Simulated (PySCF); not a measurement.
## PPd: one state, many levels of theory

State: ⁴Σ⁻ (quartet), unpaired electrons σ ↑, π ↑↑. Set-up: P x2c-TZVPPall, Pd x2c-TZVPPall; spin-free X2C with a Gaussian nucleus (PySCF 2.14). De refers to P + Pd (4d10) in their high-spin ground configurations, without counterpoise correction. The functionals are run spin-unrestricted. A positive dipole means P(−)Pd(+). Levels whose curve was spin-contaminated or gave no clean fit are not listed.

| Level | Re (Å) | ωe (cm⁻¹) | De (eV) | μ (D) | CPU s a point (SCF and correlation, without the integrals) |
| --- | --- | --- | --- | --- | --- |
| PBE | 2.138 | 402 | 2.66 | 2.08 | 1 |
| BLYP | 2.164 | 382 | 2.47 | 1.90 | 0.69 |
| BP86 | 2.138 | 402 | 2.69 | 2.05 | 0.7 |
| r²SCAN | 2.124 | 407 | 2.65 | 2.35 | 1.3 |
| PBE0 | 2.138 | 388 | 2.20 | 2.40 | 3.7 |
| MN15 | 2.121 | 394 | 2.20 | 2.15 | 3 |
| BHandHLYP | 2.175 | 347 | 1.67 | 2.52 | 2.5 |
| CAM-B3LYP | 2.147 | 378 | 2.00 | 2.36 | 8.2 |

The bond length runs from 2.121 Å (MN15) to 2.175 Å (BHandHLYP). De spans 1.67 eV (BHandHLYP, global hybrid GGA) to 2.69 eV (BP86, GGA).

The metal atom is held in its measured ground configuration; semilocal functionals can put another filling of s and d lower by some tenths of an eV, and De to that atom would be smaller. Spin–orbit coupling is left out, which matters for elements this heavy, above all for dissociation energies. With d or f electrons several states lie close, and the lowest PBE0 determinant need not be the measured ground state.

The whole job (state search and all levels along the bond) took about 4.6 min on 2 threads of AMD EPYC 9R45 96-Core (shared host), peak memory 6.8 GiB.
